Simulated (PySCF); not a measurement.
Name the molecule from its bond curve

A diatomic of charge 0 contains As. Its triplet curve at PBE0 in a double-zeta basis (no relativity, PySCF), in eV from the separated fragments:

(R (Å), E (eV)): (1.508, -2.727), (1.578, -3.452), (1.648, -3.844), (1.700, -3.981), (1.753, -4.017), (1.806, -3.975), (1.876, -3.832), (1.963, -3.558), (2.068, -3.150), (2.209, -2.557)

The fit gives ωe = 714 cm⁻¹ and the rotational constant Bₑ = 0.3638 cm⁻¹.

Q: Which atom is the partner?

A: The minimum lies at 1.749 Å, so the reduced mass is 16.8576 u Å² cm⁻¹/(Bₑ·Re²) = 15.15 u. With As at 74.92 u the partner weighs about 19.0 u: F. The molecule is AsF.

Spin–orbit coupling is left out. The state is the lowest determinant that a PBE0 search found; another state may lie lower at other levels.
